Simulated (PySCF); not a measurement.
This PySCF input asks for the NMR shieldings of `O=C1CCO[C@@H]1B(F)F`, C4H5BF2O2; the geometry comes from GFN2-xTB.

```python
import basis_set_exchange as bse
import numpy as np
from pyscf import gto, dft
from pyscf.prop import nmr

atoms = """
O     0.084827   -1.585600   -1.584539
C    -0.140827   -0.753535   -0.756275
C    -1.381733    0.098963   -0.615502
C    -1.265582    0.628969    0.809472
O     0.125386    0.716128    1.072847
C     0.777292   -0.352840    0.409086
B     2.239210    0.051700   -0.087677
F     2.538129    1.264979   -0.476132
F     3.216086   -0.818599   -0.168314
H    -1.315480    0.905498   -1.349010
H    -2.282810   -0.477925   -0.809742
H    -1.739881   -0.064933    1.519279
H    -1.680124    1.626873    0.948798
H     0.824830   -1.240150    1.065543
"""
names = dict.fromkeys(["O", "C", "B", "F", "H"], "pcSseg-1")
basis = {el: gto.basis.parse(bse.get_basis(n, elements=[el], fmt="nwchem")) for el, n in names.items()}
mol = gto.M(atom=atoms, basis=basis, charge=0, verbose=0)
mf = dft.RKS(mol, xc="PBE0")
mf.grids.level = 2
mf.grids.alignment = dft.numint.BLKSIZE   # the property module wants whole blocks of grid points
mf.conv_tol = 1e-9
mf.kernel()

calc = nmr.RKS(mf)   # GIAO
C = mf.mo_coeff
Co = C[:, mf.mo_occ > 0]
resp = mf.gen_response(singlet=True, hermi=2)
def vind(x):   # induced exchange potential for any number of trial vectors
    d = np.einsum("pi,xij,qj->xpq", C, 2 * x.reshape(-1, C.shape[1], Co.shape[1]), Co, optimize=True)
    return np.einsum("xpq,pi,qj->xij", resp(d - d.transpose(0, 2, 1)), C, Co, optimize=True).ravel()
mo1, _ = nmr.rhf.solve_mo1(calc, with_cphf=vind)
sigma = calc.kernel(mo1)
for i, s in enumerate(sigma):   # ppm
    print("%2d %-2s %9.2f" % (i, mol.atom_pure_symbol(i), np.trace(s) / 3))
```

Q: What are the results?

A: 
```
 0 O    -307.27
 1 C     -32.33
 2 C     145.37
 3 C     116.10
 4 O     294.61
 5 C     109.77
 6 B      76.68
 7 F     245.83
 8 F     236.78
 9 H      29.06
10 H      29.41
11 H      27.57
12 H      27.08
13 H      27.78
```

These numbers come from an equivalent density-fitted implementation of the same equations, which agrees with the script to about 0.01 ppm for H and up to a few tenths of a ppm for heavy atoms, so last digits may differ.

Size and cost of the density-fitted run: 178 basis functions, 34 s wall time on 1 thread of an Arm Neoverse V1, shared host; peak memory 0.8 GiB.
